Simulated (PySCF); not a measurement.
BiCl3, triplet, geometry from GFN2-xTB (such geometries of metal compounds can be far from the true shape) (a higher spin typed on purpose: for a closed-shell molecule this is an excited state) (core potentials on Bi); PySCF with HF/def2-SV(P).

The PySCF input:
```python
from pyscf import gto, scf

mol = gto.M(
    atom='''
Bi
Cl 1 2.920405
Cl 1 2.497939 2 144.633760
Cl 1 2.564496 3 88.456448 2 0.000000
''',
    basis='def2-sv(p)',
    ecp={'Bi': 'def2-sv(p)'},
    charge=0,
    spin=2,
    verbose=5,
)

mf = scf.UHF(mol)
mf.kernel()
```

Problem. Write the output that PySCF gives for this input, abridged.

Solution. 
```
PySCF version 2.14.0

[INPUT] verbose = 5
[INPUT] max_memory = 4000
[INPUT] num. atoms = 4
[INPUT] num. electrons = 74
[INPUT] charge = 0
[INPUT] spin (= nelec alpha-beta = 2S) = 2
[INPUT] symmetry False subgroup None
[INPUT] Mole.unit = angstrom
[INPUT] Symbol           X                Y                Z      unit          X                Y                Z       unit  Magmom
[...]
[INPUT] ---------------- BASIS SET ----------------
[INPUT] l, kappa, [nprim/nctr], expnt,             c_1 c_2 ...
[INPUT] Cl
[...]
                                1571.7365221      0.014754727977
                                357.12065523      0.066679112875
                                100.25185935      0.17228924084
                                30.812727554      0.158837861
[...]
                                5.7045760975      0.60841752753
                                2.3508376809      0.54352153355
[...]
                                72.102015515      -0.063563355471
                                22.532680262      -0.24016428276
                                7.8991765444      -0.47798866557
                                2.8767268321      -0.38515850005
[...]
[INPUT] Bi
[...]
                                1.5317838545      0.31054408682
[...]
                                19.820147783      -0.1462446125
                                14.960110102      0.37435719885
                                6.7065785571      -0.68476017748
                                1.7391967524      0.90967322081
                                0.94504730591     0.38695797807
[...]
                                7.1992185915      -0.37994608603
                                1.5359697528      0.53268032065
                                0.72201275727     0.23037698678
[...]
                                7.0956896087      -0.065954380016
                                2.3363137007      0.33707163406
                                1.1208861366      0.49128719933
                                0.50309487376     0.29095930644
[...]
nuclear repulsion = 366.069608735961
number of shells = 34
number of NR pGTOs = 169
number of NR cGTOs = 80
basis = def2-sv(p)
ecp = {'Bi': 'def2-sv(p)'}

******** <class 'pyscf.scf.uhf.UHF'> ********
method = UHF
initial guess = minao
damping factor = 0
level_shift factor = 0
DIIS = <class 'pyscf.scf.diis.CDIIS'>
diis_start_cycle = 1
diis_space = 8
diis_damp = 0
SCF conv_tol = 1e-09
SCF conv_tol_grad = None
SCF max_cycles = 50
[...]
 -5.98222240e-01 -5.23190429e-01 -5.14658153e-01 -4.87729909e-01
 -4.69021602e-01 -4.50782938e-01 -4.43108491e-01 -4.32006746e-01
 -4.23926938e-01 -3.37765459e-01  1.05482810e-02  5.34992501e-02
  3.14030942e-01  3.58615914e-01  3.61406231e-01  3.65596126e-01
  4.20819591e-01  4.29864762e-01  4.80327860e-01  5.49842138e-01
  5.93230080e-01  7.06079295e-01  7.79099000e-01  8.13002930e-01
  9.25424298e-01  9.59299918e-01  9.78155294e-01  9.89125523e-01
  1.00958646e+00  1.01873695e+00  1.02035687e+00  1.03871572e+00
  1.04943729e+00  1.05823159e+00  1.06970470e+00  1.07661735e+00
  1.08250757e+00  1.09120373e+00  1.11335086e+00  1.13510448e+00
  1.16654029e+00  1.19566068e+00  1.23037397e+00  1.23940978e+00
  1.33436070e+00  1.44510381e+00  1.50301420e+00  1.57161958e+00
  2.13879395e+01  2.15328998e+01  2.15969687e+01  5.45164264e+01]
  beta  mo_energy =
[-1.04821681e+02 -1.04790940e+02 -1.04759817e+02 -1.05822284e+01
 -1.05516936e+01 -1.05214731e+01 -8.05564394e+00 -8.05486167e+00
 -8.04053508e+00 -8.02649908e+00 -8.02339148e+00 -8.01866306e+00
 -7.99668536e+00 -7.99360177e+00 -7.99230514e+00 -6.76945942e+00
 -4.35302948e+00 -4.34982141e+00 -4.33842602e+00 -1.41220854e+00
 -1.40707069e+00 -1.39711568e+00 -1.39403503e+00 -1.39375599e+00
 -1.07484089e+00 -1.04102169e+00 -1.00244995e+00 -7.31906791e-01
 -5.14656169e-01 -4.89639158e-01 -4.78621326e-01 -4.47443810e-01
 -4.45723545e-01 -4.32818124e-01 -4.24443558e-01 -4.21183248e-01
 -2.00906437e-02 -1.29374649e-02  3.06687194e-02  7.19313672e-02
  3.43356364e-01  3.73766701e-01  3.80740315e-01  4.11322915e-01
  4.68743516e-01  4.79272596e-01  4.92137064e-01  5.83872970e-01
  6.03126707e-01  7.27850943e-01  7.96831576e-01  8.22908255e-01
  9.83816748e-01  1.01289692e+00  1.02494768e+00  1.02605281e+00
  1.04408558e+00  1.04685238e+00  1.05626116e+00  1.05724331e+00
  1.06268113e+00  1.07249076e+00  1.07713386e+00  1.08647410e+00
  1.08773799e+00  1.11249702e+00  1.12890356e+00  1.15007668e+00
  1.19677966e+00  1.20510749e+00  1.24070711e+00  1.24615094e+00
  1.35427853e+00  1.46526045e+00  1.50768004e+00  1.60428789e+00
  2.14009544e+01  2.15337074e+01  2.15982008e+01  5.45178643e+01]
multiplicity <S^2> = 2.0205386  2S+1 = 3.0136613
E1 = -3008.954550594252  E2 = 1051.2376892242935  Ecoul = 1150.0741672091667  Exc = -98.83647798487323
Extra cycle  E= -1591.647252634  delta_E= -8.71e-11  |g|= 4.35e-06  |ddm|= 1.41e-05
converged SCF energy = -1591.647252634  <S^2> = 2.0205386  2S+1 = 3.0136613
```
